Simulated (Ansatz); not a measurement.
`OBCBr` + H–F → `OBF` + `CBr` at 700 K and 1 bar (ligand exchange at a B–C bond).

Isolated molecules relaxed with PBE0-D4/def2-TZVP in Ansatz; ΔE leaves out vibrations. CBS: MP2 limit from def2 TZ/QZ plus the TZ coupled-cluster correction, frozen cores. This one scheme is used for every species. For Br outer-core shells are correlated without core-valence functions, which leaves a few kJ/mol of doubt a bond. Scalar relativity is left out up to krypton. Each species was taken in one conformer, which may not be the lowest.

| species | CCSD(T)/CBS energy (Eh) | H − E (kJ/mol) | S (J/(mol·K)) |
| --- | --- | --- | --- |
| `OBCBr` | -2713.79993 | 204.8 | 399.4 |
| H–F | -100.39570 | 45.2 | 198.5 |
| `OBF` | -201.07426 | 116.8 | 306.1 |
| `CBr` | -2613.17401 | 130.7 | 291.4 |

H − E and S are ideal-gas, rigid-rotor, harmonic terms from PBE0-D4/def2-TZVP, for one conformer and one mirror image of each species. 1 Eh = 2625.50 kJ/mol, R = 8.31446 J/(mol·K).

By hand: ΔE, ΔH, ΔS and ΔG.

ΔE = (-201.07426) + (-2613.17401) − (-2713.79993) − (-100.39570) = -0.05264 Eh = -138.2 kJ/mol. Δ(H − E) = 116.8 + 130.7 − 204.8 − 45.2 = -2.5, so ΔH = -140.7 kJ/mol. ΔS = 306.1 + 291.4 − 399.4 − 198.5 = -0.4 J/(mol·K). ΔG = -140.7 − 700 × (-0.4)/1000 = -140.4 kJ/mol.

By hand: the equilibrium constant, and the temperature at which ΔG would vanish if ΔH and ΔS stayed fixed.

log₁₀ K = −ΔG/(RT ln 10) = 10.5. ΔG = 0 at ΔH/ΔS = 351750 K, far beyond where these terms or the molecules hold.

The number of gas molecules stays the same, so ΔS is small and ΔH decides. A doubt of 5 kJ/mol in ΔE shifts log₁₀ K by 0.4 here. Other conformers and mirror images would add mixing entropy, several J/(mol·K) or more a flexible species. These are equilibria of isolated gas molecules and say nothing of rates. Largest T1 diagnostic: 0.013 (customary marks: 0.02 for closed shells, 0.045 for open ones).
